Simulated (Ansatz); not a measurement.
`BNC[TeH]` + H–F → `FC[TeH]` + `BN`  (substitution at a C–N bond)

Isolated molecules relaxed with PBE0-D4/def2-TZVP in Ansatz; ΔE leaves out vibrations. CCSD(T)/CBS is the MP2 limit (def2-TZVPP, def2-QZVPP) plus CCSD(T) − MP2 in def2-TZVPP, frozen cores. This one scheme is used for every species. DFT in def2-TZVPP. B3LYP here is the variant with VWN-RPA as its local correlation; programs differ in this. Elements past krypton have def2 core potentials. For Te outer-core shells are correlated without core-valence functions, which leaves a few kJ/mol of doubt a bond. Each species was taken in one conformer, which may not be the lowest.

`BNC[TeH]`:

```xyz
10

B     0.505    0.221   -1.531
N     0.269    0.653   -0.234
C    -0.751    0.170    0.640
Te   -0.011   -0.850    2.410
H    -0.203   -0.627   -1.992
H     1.405    0.713   -2.145
H     0.877    1.342    0.186
H    -1.368    0.974    1.048
H    -1.390   -0.529    0.106
H     0.667   -2.067    1.514
```

H–F:

```xyz
2

F    -0.155   -0.429   -0.060
H     0.155    0.429    0.060
```

`FC[TeH]`:

```xyz
6

F     0.446   -1.031   -1.164
C     0.117    0.157   -0.567
Te    0.536    0.185    1.536
H    -0.946    0.348   -0.710
H     0.712    0.957   -1.011
H    -0.864   -0.616    1.916
```

`BN`:

```xyz
6

B     0.029   -0.316   -0.604
N    -0.030    0.325    0.622
H    -0.305   -1.464   -0.676
H     0.412    0.293   -1.561
H     0.235    1.287    0.754
H    -0.341   -0.125    1.465
```

| level | ΔE (kJ/mol) | difference from CCSD(T)/CBS |
| --- | --- | --- |
| r2SCAN-D4 | 20.0 | -15.2 |
| PBE0-D4 | 27.9 | -7.3 |
| B3LYP-D4 | 22.2 | -13.0 |
| ωB97X-V | 19.1 | -16.1 |
| B2PLYP | 22.0 | -13.2 |
| r2SCAN | 18.2 | -17.0 |
| PBE0 | 22.2 | -13.0 |
| B3LYP | 12.1 | -23.1 |
| HF/def2-TZVPP | 9.2 | -26.0 |
| SCS-MP2/def2-TZVPP | 33.8 | -1.4 |
| CCSD/def2-TZVPP | 30.0 | -5.2 |
| CCSD(T)/def2-TZVPP | 32.9 | -2.3 |
| HF/def2-QZVPP | 9.1 | -26.1 |
| MP2/def2-QZVPP | 44.2 | 9.0 |
| SCS-MP2/def2-QZVPP | 35.3 | 0.1 |
| MP2/CBS(def2) | 45.2 | 10.0 |
| CCSD(T)/CBS | 35.2 | 0 |

Largest T1 diagnostic among the species: 0.012.

From PBE to PBE0 (25 % exact exchange), in def2-TZVPP and without D4, ΔE moves by +4.3 kJ/mol. In def2-TZVPP, CCSD(T) changes the Hartree–Fock value by +23.7 kJ/mol (the triples alone add +2.9 kJ/mol) and MP2 by +33.6 kJ/mol. The D4 term adds +10.2 kJ/mol with B3LYP and +5.7 kJ/mol with PBE0; it sums over pairs of atoms, weighted by their polarisabilities, and B3LYP, whose exchange is more repulsive, gets the larger term.
